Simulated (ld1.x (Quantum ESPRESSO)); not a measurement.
Before and after: TM potential for chromium (Cr)

chromium, norm-conserving Troullier–Martins (Kleinman–Bylander form), made with ld1.x (Quantum ESPRESSO) 7.5 (PBE, scalar-relativistic). Core [Ne], reference 3s2 3p6 3d4 4s0 4p0 (charge +2). Waves: 3p (bound): rc 1.55 bohr; 3d (bound): rc 1.00 bohr; 3s (bound): rc 1.00 bohr. Local part: the s channel. Core correction: none.

Change: all radii scaled by about 0.72 (s 0.72, p 1.12, d 0.72 bohr).

Cutoffs: the cutoffs (Ry, on a coarse ladder) from which the occupation-weighted sum of valence levels, in a spherical-Bessel basis at the reference potential, stays within 10 and 1 mRy of its value at 400 Ry; they do not see the model core or the augmentation charge, which bear on the density cutoff. Errors are all-electron minus pseudo energies relative to the spin-unpolarised reference configuration.

How do hardness, ghosts and transferability respond?

Of the 7 tests that both files solve, the error grows in 1 and shrinks in 5 by more than 15 % and 0.3 meV (median size 27.5 → 11.9 meV); neither file shows a bound ghost.

| quantity | base | changed |
| --- | --- | --- |
| cutoff, loose | 180 Ry | 300 Ry |
| cutoff, tight | 260 Ry | over 300 Ry |
| loose cutoff by channel (10 mRy a level) | p 45 Ry, d 160 Ry, s 120 Ry | p 45 Ry, d 230 Ry, s 160 Ry |
| bound ghosts | none | none |
| error for 3s2 3p6 3d5 4s1 4p0, meV [ΔE -22.95 eV] | +60 | +30 |
| error for 3s2 3p6 3d5 4s0 4p0, meV [ΔE -16.05 eV] | +0.7 | -2.4 |
| error for 3s2 3p6 3d3 4s0 4p0, meV [ΔE 30.75 eV] | +7.9 | +7.6 |
| error for 3s1 3p6 3d5 4s1 4p0, meV [ΔE 57.30 eV] | +111 | +54 |
| error for 3s2 3p6 3d4 4s1 4p1, meV [ΔE -19.45 eV] | +101 | +56 |
| error for 3s2 3p6 3d5 4s0 4p1, meV [ΔE -19.83 eV] | +8.2 | +2.4 |
| error for 3s2 3p6 3d5.5 4s0.5 4p0, meV [ΔE -22.23 eV] | +27 | +12 |
